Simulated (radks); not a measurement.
Values are calculated unless marked as measured or tabulated.
Problem. The mean radii <r> (bohr) of the occupied orbitals of an atom or ion are listed with their occupations. Level of theory: Dirac Kohn-Sham, BLYP, spin-unpolarised, spherical densities, point nucleus (a radial shooting solver on a logarithmic mesh with Libxc functionals).

| orbital | occ. | <r> |
|---|---|---|
| 1s1/2 | 2 | 0.04149 |
| 2s1/2 | 2 | 0.1824 |
| 2p1/2 | 2 | 0.1566 |
| 2p3/2 | 4 | 0.1605 |
| 3s1/2 | 2 | 0.4833 |
| 3p1/2 | 2 | 0.4733 |
| 3p3/2 | 4 | 0.4804 |
| 3d3/2 | 0.8 | 0.4406 |
| 3d5/2 | 1.2 | 0.4428 |

Name the element and its charge. Open shells, if any, are shared by 2j + 1.

Solution. Z = 36, krypton, charge +16: Kr16+ in [Ar] 3d2. The 1s radius gives Z: for a bare nucleus <r> = (2 gamma + 1)/(2Z) with gamma = sqrt(1 - (Z/c)^2), 0.04069 bohr for Z = 36, and screening makes it slightly larger (0.04149 here). The occupations add up to 20, and the charge is Z minus that.
